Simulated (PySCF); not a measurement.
## Peak assignment

Molfile (atoms numbered from 1):
```
C4H11NSi2
     RDKit          3D

 18 17  0  0  0  0  0  0  0  0999 V2000
    2.0021   -1.1888    0.5648 C   0  0  0  0  0  0  0  0  0  0  0  0
    1.4225   -0.1579    1.1653 C   0  0  0  0  0  0  0  0  0  0  0  0
    0.2760    0.5872    0.6514 C   0  0  0  0  0  0  0  0  0  0  0  0
    0.0105    1.8074    1.1264 C   0  0  0  0  0  0  0  0  0  0  0  0
   -0.4842    0.0104   -0.3786 N   0  0  0  0  0  0  0  0  0  0  0  0
   -1.2330   -1.5449   -0.1355 Si  0  0  0  0  0  4  0  0  0  0  0  0
   -0.8856    0.9982   -1.7542 Si  0  0  0  0  0  4  0  0  0  0  0  0
    1.6385   -1.5761   -0.3715 H   0  0  0  0  0  0  0  0  0  0  0  0
    2.8662   -1.6759    0.9841 H   0  0  0  0  0  0  0  0  0  0  0  0
    1.8308    0.2285    2.0900 H   0  0  0  0  0  0  0  0  0  0  0  0
    0.6267    2.2590    1.8834 H   0  0  0  0  0  0  0  0  0  0  0  0
   -0.8204    2.3858    0.7641 H   0  0  0  0  0  0  0  0  0  0  0  0
   -2.6840   -1.3941   -0.2737 H   0  0  0  0  0  0  0  0  0  0  0  0
   -0.7411   -2.4687   -1.1612 H   0  0  0  0  0  0  0  0  0  0  0  0
   -0.8944   -1.9943    1.2107 H   0  0  0  0  0  0  0  0  0  0  0  0
    0.2161    1.9442   -1.9114 H   0  0  0  0  0  0  0  0  0  0  0  0
   -0.9941    0.0824   -2.8880 H   0  0  0  0  0  0  0  0  0  0  0  0
   -2.1611    1.7042   -1.5779 H   0  0  0  0  0  0  0  0  0  0  0  0
  1  2  2  0
  2  3  1  0
  3  4  2  0
  3  5  1  0
  5  6  1  0
  5  7  1  0
  1  8  1  0
  1  9  1  0
  2 10  1  0
  4 11  1  0
  4 12  1  0
  6 13  1  0
  6 14  1  0
  6 15  1  0
  7 16  1  0
  7 17  1  0
  7 18  1  0
M  END
```

Computational details: shielding tensors at PBE0/pcSseg-1 (GIAO), GFN2-xTB structure, in PySCF (non-relativistic Hamiltonian, one conformer, gas phase, fast rotation and ring inversion assumed for equivalent nuclei).

Shifts are taken against calculated references (same method and geometry level): 13C (σref 186.93), 1H (σref 31.72) against TMS.

Problem. Assign these signals to the numbered atoms. 13C{1H} NMR (computed): δ 163.4, 146.2, 122.7, 112.6.

Solution. 
```tsv
δ (ppm)	atoms	environment	reason
163.4	C3	alkene carbon bearing nitrogen	an sp2 carbon further deshielded by the attached heteroatom
146.2	C2	alkene CH	the olefinic region
122.7	C1	terminal =CH2 carbon	the olefinic region
112.6	C4	β carbon of an enol-ether or enamine type C=C	the O or N lone pair pushes π density onto this β carbon and shields it
```

Problem. Assign these signals to the numbered atoms. 1H NMR (400 MHz, computed): δ 6.49 (m, 1H), 5.62 (m, 1H), 5.59 (m, 1H), 4.95 (m, 1H), 4.92 (m, 1H), 4.74 (s, 6H).

Solution. 
6.49 → H10, hydrogen on an alkene CH: a vinylic proton, deshielded by the sp2 carbon and the C=C anisotropy
5.62 → H8, hydrogen on a terminal =CH2 carbon: a vinylic proton, deshielded by the sp2 carbon and the C=C anisotropy
5.59 → H9, hydrogen on a terminal =CH2 carbon
4.95 → H11, hydrogen on a β carbon of an enol-ether or enamine type C=C: lone-pair donation from O or N shields it, upfield of ordinary alkene protons
4.92 → H12, hydrogen on a β carbon of an enol-ether or enamine type C=C
4.74 → H13/H14/H15/H16/H17/H18, hydrogen on a silicon bonded to N

H8 and H9; H11 and H12 lie closer than the usual error of such a calculation, so a measured spectrum could show them in the other order.

Shifts are as computed. Against solution values, carbons near 30 ppm lie about +3 ppm off and those near 130 ppm about +5 ppm. Of 1211 compounds with measured shifts, 218 miss one by over three times the rms of a fit or turn the order of signals round; such compounds aren't used in these exercises. No couplings were computed; multiplicities are counted from neighbouring protons, with m where these are inequivalent, close in shift, in a saturated or five-membered ring or joined by F or P, and br s for small geminal =CH2 splittings.
